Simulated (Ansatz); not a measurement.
CH6AlNO2Si can be A, `[OH][Al]1[NH]CO[SiH2]1`, or B, `O[Si]1([O][AlH2])CN1`.

Gas-phase electronic energies from Ansatz, PBE0-D4/def2-TZVP geometries. CBS: MP2 limit from def2 TZ/QZ plus the TZ coupled-cluster correction, frozen cores. DFT in def2-TZVPP. B3LYP here is the variant with VWN-RPA as its local correlation; programs differ in this. One conformer a species, not always the lowest.

A:

```xyz
12

O    -1.780    1.893   -1.514
Al   -0.835    0.721   -0.746
N     0.337    0.970    0.573
C     1.071   -0.149    1.124
O     0.751   -1.375    0.514
Si   -0.342   -1.620   -0.718
H    -1.794    2.829   -1.326
H     0.589    1.833    1.031
H     2.154    0.002    1.005
H     0.865   -0.255    2.199
H    -1.373   -2.598   -0.268
H     0.359   -2.251   -1.873
```

B:

Z-matrix (Å, degrees):
```
Si
O 1 1.614
N 1 1.681 2 118.3
O 1 1.632 2 109.0 3 -143.6
C 1 1.809 2 126.1 3 61.9
Al 2 1.702 1 140.4 3 -30.2
H 3 1.007 1 135.1 2 -136.2
H 4 0.959 1 115.8 2 -5.7
H 5 1.091 1 117.5 2 155.2
H 5 1.088 1 126.8 2 -1.8
H 6 1.578 2 119.0 1 -37.2
H 6 1.578 2 116.2 1 145.7
```

**Question.** Which is lower in electronic energy at CCSD(T)/CBS, and by how much? (Best estimate.)

**Answer.** The calculation gave: B, by 8.5 kcal/mol.

**Question.** Give E(B) − E(A) in kcal/mol with B2PLYP, CCSD/def2-TZVPP, ωB97M-V, HF/def2-TZVPP, CCSD(T)/def2-TZVPP, B3LYP, MP2/def2-TZVPP. (Estimate.)

**Answer.** The calculation gave: B2PLYP -8.4, CCSD/def2-TZVPP -8.5, ωB97M-V -9.7, HF/def2-TZVPP -11.3, CCSD(T)/def2-TZVPP -8.0, B3LYP -7.3, MP2/def2-TZVPP -10.3. None reverses the order clearly.

Largest T1 diagnostic: 0.013.

In def2-TZVPP, CCSD(T) changes the Hartree–Fock value by +3.3 kcal/mol (the triples alone add +0.5 kcal/mol) and MP2 by +1.0 kcal/mol. From PBE to PBE0 (25 % exact exchange), in def2-TZVPP and without D4, E(B) − E(A) moves by −1.2 kcal/mol.
